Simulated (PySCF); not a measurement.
# Relaxation of singlet ClSe₂⁻

All numbers come from PBE/[Cl def2-SVPD, Se def2-SVPD], no relativity, density fitting, PySCF. A (50,194) grid was used.

A hand-made bent start, of C2v symmetry, held to at least that symmetry:

Coordinates in bohr (charge -1 multiplicity 1):
```
Cl    0.0000    0.0000   -1.7964
Se    3.1269    0.0000    0.3930
Se   -3.1269    0.0000    0.3930
```

(1) What forces act on the atoms at the start (eV/Å)?

(2) What does it relax to?

(3) How much energy is released, and in how many steps?

## Answers

(1) 
```
atom     Fx    Fy     Fz
 Cl1   0.00  0.00  -4.96
 Se2   4.55  0.00   2.48
 Se3  -4.55  0.00   2.48
```

(2) It ends at C2v with Cl–Se 2.311 Å (×2); Se–Cl–Se 123.7° (after a last refinement on a finer grid). A frequency run shows a minimum.

(3) 123.6 kJ/mol in 8 steps.
